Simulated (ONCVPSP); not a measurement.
# An all-electron radial function and its pseudo partner (praseodymium (Pr))

Columns: radius, all-electron u(r) and pseudo u(r) of the 5p shell (level -24.05 eV) of praseodymium in the configuration [Kr] 4d10 4f2 5s2 5p6 5d1 6s2; LDA (Perdew-Wang 92), scalar-relativistic, ONCV scheme, ONCVPSP 4.0.1.

```csv
r (bohr),all-electron,pseudo
0.247,0.2263,0.0582
0.494,-0.4581,0.2157
0.741,-0.1106,0.4260
0.988,0.4539,0.6288
1.235,0.7870,0.7735
1.482,0.8862,0.8346
1.729,0.8427,0.8123
1.976,0.7336,0.7255
2.223,0.6061,0.6055
2.470,0.4842,0.4842
2.717,0.3783,0.3783
2.964,0.2910,0.2910
3.211,0.2214,0.2214
3.458,0.1670,0.1670
3.705,0.1252,0.1252
3.952,0.0934,0.0934
4.199,0.0694,0.0694
4.446,0.0514,0.0514
4.693,0.0379,0.0379
4.940,0.0279,0.0279
5.187,0.0205,0.0205
5.434,0.0150,0.0150
5.681,0.0110,0.0110
5.928,0.0080,0.0080
6.175,0.0076,0.0076
6.422,0.0076,0.0076
```

Problem. How many radial nodes do the two functions have?

Solution. The all-electron 5p function has n − l − 1 = 3 (the table is too coarse to show those close to the nucleus); the pseudo-wave has 0, since the states of the same l below it are removed with the core.

Problem. At about which radius was the pseudo-wave matched?

Solution. 2.44 bohr, where the columns begin to agree (steps of 0.25 bohr).

Problem. Is the pseudo-wave norm-conserving?

Solution. Yes: the ONCV scheme keeps the norm inside the radius equal to the all-electron one, which fixes the energy derivative of the logarithmic derivative at the level.
